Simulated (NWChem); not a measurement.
# AgNH$_{3}$Cl; SMILES [NH3]->[Ag][Cl]

Results from NWChem. Structure relaxed at the PBE0/def2-SVP level. def2 effective core potentials on Ag; no spin-orbit coupling. Vertical excitations in the gas phase; the lowest state need not have the same character in each row.

For level CAM-B3LYP/def2-SVP, full TDDFT:

```
Property                                  Result
----------------------------------------  ------
lowest excitation, singlet (eV)             4.93
lowest state with f > 0.02, singlet (eV)    5.36
orbital gap (eV)                            7.69
```

Question: What are these values for level BHandHLYP/def2-SVP, full TDDFT?

Answer: 
| Property | Value |
|---|---|
| lowest excitation, singlet (eV) | 5.09 |
| lowest state with f > 0.02, singlet (eV) | 5.50 |
| orbital gap (eV) | 7.32 |
